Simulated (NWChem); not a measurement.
C$_{2}$H$_{7}$FOSi; SMILES C([SiH2]CO)F

```xyz
12

O      0.9745    -2.0586     0.2378
C     -0.2780    -1.7310    -0.3716
Si    -0.8160     0.0339     0.1388
C      0.5753     1.2403    -0.3699
F      0.3413     2.5135     0.1487
H      0.8220    -2.1016     1.2000
H     -0.1162    -1.7671    -1.4707
H     -1.0754    -2.4857    -0.1620
H     -2.1290     0.4489    -0.4700
H     -0.9373     0.0666     1.6404
H      0.6604     1.3043    -1.4798
H      1.5488     0.8515     0.0071
```
Atoms are numbered in this order, from 1.

Program: NWChem. All runs use the structure optimised with PBE-D3(BJ)/def2-SVP. Not confirmed as a minimum by frequencies.

For level PBE/def2-SVP:

- highest occupied level (eV): -5.87
- orbital gap (eV): 5.76

### Question
Estimate the same quantities for level HCTH/407/def2-SVP.

### Answer
The highest occupied level (eV) is -6.10. The orbital gap (eV) is 5.89.
